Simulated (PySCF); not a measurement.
Cartesian coordinates (Å):
```xyz
10

Si    -2.3691     0.1032     0.0483
Si    -0.0560    -0.0987    -0.1355
Si     1.6387    -0.9085    -1.1086
Si     2.0312     0.4596     0.6641
H     -3.0014    -0.5177    -1.1432
H     -2.8330    -0.5846     1.2810
H     -2.7334     1.5414     0.1241
H      2.2057    -1.7629    -2.1866
H      2.5849     1.8325     0.4897
H      2.5323    -0.0644     1.9665
```
Charge 0, multiplicity 1.

Q: Give the total energy, dipole moment, LUMO, HOMO–LUMO gap and HOMO at the level PBE-D3(BJ)/def2-TZVP // PBE0-D3(BJ)/def2-TZVP in PySCF.

A: 
- total energy = -1160.9451 Ha
- dipole moment = 0.85 D
- LUMO = -2.70 eV
- HOMO–LUMO gap = 2.61 eV
- HOMO = -5.31 eV
